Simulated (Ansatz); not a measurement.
A run for Ansatz (a program for electronic structure): U-B3LYP/cc-pVTZ on H6 ring, a point of a bond scan (R = 0.800 Å).

Ansatz 0.2 input:
```yaml
crystal:
  periodic: [false, false, false]
  atoms:
    - {symbol: H, position_ang: [0.80000000, 0.00000000, 0.00000000]}
    - {symbol: H, position_ang: [0.40000000, 0.69282032, 0.00000000]}
    - {symbol: H, position_ang: [-0.40000000, 0.69282032, 0.00000000]}
    - {symbol: H, position_ang: [-0.80000000, 0.00000000, 0.00000000]}
    - {symbol: H, position_ang: [-0.40000000, -0.69282032, 0.00000000]}
    - {symbol: H, position_ang: [0.40000000, -0.69282032, 0.00000000]}
basis:
  gaussian:
    orbitals: cc-pVTZ
hamiltonian:
  xc: {name: B3LYP}
magnetization: {spin_polarized: true, initial_magnetization: 0}
```

The head of its log:

```
WARN ansatz: RAYON_NUM_THREADS=2 ignored (pool sized by the plan → 2); use --threads N
Functional definition: B3LYP
integrals: 0.01 GiB planned
360 factors; their error is unknown
mean field: 0.18 GiB planned
mean field evaluation 1: about -90.1615 eV, gradient 1.5e1 eV
mean field evaluation 2: about -91.2200 eV, gradient 6.6e0 eV
```

Predict the final total energy.

-3.3626 hartree.
